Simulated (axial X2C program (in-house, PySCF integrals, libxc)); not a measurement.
## Nuclear properties of CuCO

Computed with an axial X2C code built on PySCF integrals: two-component X2C with atomic mean-field Coulomb and Gaunt terms, Gaussian nuclei, basis Cu dyall-v3z, C dyall-v3z, O dyall-av3z with contracted cores.

Cu–C–O held linear, with bonds 1.867 and 1.126 Å (near the PBE0 minimum at charge 0 of the determinant lowest at the starting distance; the state shown can have its own minimum elsewhere, held linear; other orders of the atoms were not compared).

Input and command:
```json
{"zs": [29, 6, 8], "q": 0, "bas": ["dyall-v3z", "dyall-v3z", "dyall-av3z"], "r0": [1.82, 1.15], "symm": 0, "scan": ["PBE0", "HF", "TPSSh"], "levels": ["PBE0", "HF", "B3LYP"], "nst": 2}
```
```bash
python solin.py task.json out
```

Keys: zs atomic numbers; q charge; bas basis sets; r0 starting distance in Å; symm equal bonds; scan levels of the two-bond scan; levels methods; nst determinants followed.

Determinant lowest in the PBE0 search, Ω = 1/2 (⟨Sz⟩ = 0.50, ⟨Lz⟩ = 0.00 at PBE0), spin on the atoms Cu 0.51, C 0.00, O -0.01:

```json
{"level": "PBE0", "Eeff magnitude (GV/cm)": "1.4", "Ws magnitude Cu (kHz)": "1.22", "A∥/gI Cu (MHz)": "2610", "qzz Cu (a.u.)": "-0.77", "A∥/gI C (MHz)": "145", "qzz C (a.u.)": "-0.88", "A∥/gI O (MHz)": "28", "qzz O (a.u.)": "-0.59", "μ (D)": "2.38"}
{"level": "HF", "Eeff magnitude (GV/cm)": "1.02", "Ws magnitude Cu (kHz)": "0.91", "A∥/gI Cu (MHz)": "1810", "qzz Cu (a.u.)": "-1.41", "A∥/gI C (MHz)": "103", "qzz C (a.u.)": "-1.10", "A∥/gI O (MHz)": "12.5", "qzz O (a.u.)": "-0.68", "μ (D)": "3.52"}
{"level": "B3LYP", "Eeff magnitude (GV/cm)": "1.46", "Ws magnitude Cu (kHz)": "1.27", "A∥/gI Cu (MHz)": "2710", "qzz Cu (a.u.)": "-0.68", "A∥/gI C (MHz)": "159", "qzz C (a.u.)": "-0.90", "A∥/gI O (MHz)": "29.9", "qzz O (a.u.)": "-0.60", "μ (D)": "2.20"}
```

Determinant 1.14 eV from it at PBE0 and this distance, Ω = 3/2 (⟨Sz⟩ = 0.50, ⟨Lz⟩ = 1.00 at PBE0), spin on the atoms Cu 0.19, C 0.25, O 0.06:

```
level  Eeff magnitude (GV/cm)  Ws magnitude Cu (kHz)  A∥/gI Cu (MHz)  qzz Cu (a.u.)  A∥/gI C (MHz)  qzz C (a.u.)  A∥/gI O (MHz)  qzz O (a.u.)  μ (D)
 PBE0                 0.00385                0.00971            71.1           0.34           23.5         -0.56             69         -0.22  -4.00
   HF                   0.015                0.00407            46.9          -0.70           11.6         -0.76           87.2         -0.28  -5.11
B3LYP                 0.00401                0.00825            61.8           0.50           29.4         -0.57           68.1         -0.24  -3.84
```

Eeff is the effective electric field on the electron electric dipole moment in this Ω state and Ws the scalar–pseudoscalar constant of the nucleus named (defined with the proton number Z and per Ω); A∥ (defined per Ω) follows by multiplying with gI = μI/(I μN); qzz is the electric field gradient, eQq0 = 234.96 MHz × Q/barn × qzz; μ is positive if the O end (last atom) is positive. The operators were transformed with the bare-nucleus X2C matrices; with these basis sets, hyperfine constants and field gradients can be off by tens of per cent, and where levels differ in sign neither size nor sign is settled.

Problem. With gI(63Cu) = 1.4824, gI(13C) = 1.4048, Q(17O) = -0.02558 barn (g factors from the IAEA table of nuclear moments by Stone; Q from Pyykkö, Mol. Phys. 2018), turn the PBE0 values of the first state into constants in MHz.

Solution. A∥(63Cu) = 2610 × 1.4824 = 3870 MHz; A∥(13C) = 145 × 1.4048 = 204 MHz; eQq0(17O) = 234.96 × (-0.02558) × (-0.59) = 3.55 MHz.

The molecule was held linear; bending was not examined, so a bent shape may lie lower.

Each state is one determinant with collinear spin. Unrestricted Hartree–Fock can overshoot spin polarisation at the nuclei. In the state Ω = 3/2 the sign of Eeff differs between levels (HF, B3LYP against PBE0). Where Eeff spreads by more than a factor of two the levels disagree and none is to be relied on. The search compared states at one distance, so a state with another bond length can lie lower. Where a field gradient or hyperfine factor spreads by more than a factor of two over the levels, a constant derived from it is not to be relied on. PBE0 term energies can be off by some tenths of an eV.
